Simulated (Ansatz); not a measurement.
Basis-set extrapolation for C₂H₄AlCl, SMILES `[Cl][Al]1[CH2][CH2]1` (PBE0-D4/def2-TZVP geometry, frozen core, Ansatz). Multiplicity 1, RHF reference.

```tsv
	def2-TZVPP	def2-QZVPP
HF	-779.534505	-779.557421
MP2 correlation	-0.601326	-0.647899
CCSD(T) correlation	-0.669585	not run
```

Energies in hartree. Use E(X) = E(∞) + A·exp(−7.88·√X) for Hartree–Fock and E(X) = E(∞) + B·X^(−2.97) for correlation, with X = 3 and 4, and add CCSD(T) minus MP2 of the smaller set to the MP2 limit.

Q: What is the CCSD(T) energy at the basis-set limit?

A: HF limit: -779.557421 + (-0.022916) × 0.13774 = -779.56058. MP2 limit: -0.647899 + (-0.046573) × 0.74074 = -0.68240. Higher-order term: -0.669585 − (-0.601326) = -0.06826. Total: -780.31124 hartree, 67.2 kcal/mol below CCSD(T)/def2-TZVPP.
